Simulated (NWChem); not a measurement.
System: InHOClF; SMILES [OH][In]([F])[Cl]

```xyz
5

In     0.0380     0.2878     0.0000
F      1.7763     1.1750     0.0000
Cl     0.0116    -2.0259     0.0000
O     -1.5922     1.4067     0.0000
H     -1.3602     2.3446     0.0000
```
Atoms are numbered in this order, from 1.

Level: PBE0/def2-SVP with def2 effective core potentials on In (NWChem), optimised geometry, unscaled harmonic frequencies. def2 effective core potentials on In; no spin-orbit coupling.

Question: List the harmonic frequencies with IR intensities, and the thermochemistry.

Answer: 
| frequency (cm⁻¹) | IR intensity (km/mol) |
|---|---|
| 102 | 7.1 |
| 121 | 36.7 |
| 130 | 24.9 |
| 289 | 109.7 |
| 387 | 26.8 |
| 612 | 41.9 |
| 635 | 71.1 |
| 857 | 66.7 |
| 3872 | 92.6 |

| Quantity | Result |
|---|---|
| zero-point energy | 10.0 kcal/mol |
| thermal correction to the enthalpy at 298.15 K (with zero-point energy) | 14.4 kcal/mol |
| heat capacity Cv | 17.5 cal/(mol K) |
| entropy at 298.15 K and 1 atm (symmetry number 1) | 81.7 cal/(mol K) |

Rigid rotor and harmonic oscillator.
